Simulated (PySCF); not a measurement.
## Steps of a relaxation of Ho(SH)3

Ho(SH)3 (singlet in the valence; each metal's 4f electrons, 10 of them, lie in its core potential, out of spins and levels; a saddle point, relaxed within its symmetry). PySCF 2.14.0, RKS PBE0, Ho lcecp-1-SVP with ECP56, S def2-SVP, H def2-SVP; non-relativistic Hamiltonian with scalar-relativistic core potentials where named; density fitting; no spin-orbit coupling. Origin of the start: template. Columns: position (Å) and force (eV/Å). Energies are counted from the last step; some of the 15 steps are shown. Forces carry noise of the integration grid, about 0.01 to 0.03 eV/Å.

Run from Python with OMP_NUM_THREADS=2. Where DIIS fails, smearing, a level shift and second-order steps follow.
It took 55 s on 2 threads of Arm Neoverse V2 (shared host), from the converged density of the start.

```xyz
7
step 0  E = 0.328 eV
Ho    0.0000    0.0000   -0.0149     0.01    0.00    0.05
S     2.6932    0.0000   -0.0149    -0.93    0.00   -0.30
H     3.0232    0.0000    1.2851    -0.05    0.00    0.29
S    -1.3466    2.3324   -0.0149     0.46   -0.81   -0.30
H    -1.5116    2.6182    1.2851     0.02   -0.04    0.29
S    -1.3466   -2.3324   -0.0149     0.46    0.81   -0.30
H    -1.5116   -2.6182    1.2851     0.02    0.04    0.29
```

```xyz
7
step 5  E = 0.065 eV
Ho    0.0000    0.0000   -0.4338     0.00    0.00    0.07
S     2.5464    0.0000    0.0289    -0.08    0.00    0.09
H     2.6346    0.0000    1.3809    -0.09    0.00   -0.12
S    -1.2732    2.2052    0.0289     0.04   -0.07    0.09
H    -1.3173    2.2816    1.3809     0.05   -0.08   -0.11
S    -1.2732   -2.2052    0.0289     0.04    0.07    0.09
H    -1.3173   -2.2816    1.3809     0.05    0.08   -0.11
```

```xyz
7
step 9  E = 0.003 eV
Ho    0.0000    0.0000   -0.6829     0.01    0.00    0.01
S     2.4451    0.0000    0.0822     0.08    0.00   -0.05
H     2.2050    0.0000    1.4107    -0.03    0.00    0.05
S    -1.2225    2.1175    0.0822    -0.04    0.07   -0.05
H    -1.1025    1.9096    1.4107     0.02   -0.03    0.04
S    -1.2225   -2.1175    0.0822    -0.04   -0.07   -0.05
H    -1.1025   -1.9096    1.4107     0.02    0.03    0.04
```

Q: Where does the relaxation end?

A: It converges at step 14 in C3v:
```xyz
7
step 14  E = 0
Ho    0.0000    0.0000   -0.6930
S     2.4441    0.0000    0.0900
H     2.1326    0.0000    1.4062
S    -1.2221    2.1167    0.0900
H    -1.0663    1.8469    1.4062
S    -1.2221   -2.1167    0.0900
H    -1.0663   -1.8468    1.4062
```

Q: How did the contacts change?

A: 
| contact | start (Å) | end (Å) |
| --- | --- | --- |
| Ho1–S2 (SH) | 2.693 | 2.566 |
| Ho1–S4 (SH) | 2.693 | 2.566 |
| Ho1–S6 (SH) | 2.693 | 2.566 |


An lcecp potential fixes the number of 4f electrons, so in runs with it no electron can move into or out of that shell.
